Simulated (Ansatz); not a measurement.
`C#[C][Zr]([OH])([F])[O]C`, charge 0, multiplicity 1.

Q: Give a relaxed structure at PBE0-D4/def2-TZVP (the Gaussian-basis code of Ansatz). (An estimate is asked.)

A: The calculation gave: 
```xyz
12

C    -0.486   -3.055   -1.324
C    -0.454   -1.849   -1.175
Zr   -0.438    0.343   -0.924
O     0.889    1.079   -2.085
F    -2.160    1.067   -1.338
O    -0.039    0.678    0.898
C     0.319    1.013    2.201
H    -0.515   -4.113   -1.456
H     1.634    1.532   -2.468
H     1.289    1.520    2.214
H    -0.430    1.677    2.643
H     0.390    0.109    2.813
```
This is one stationary point; other conformers may exist.
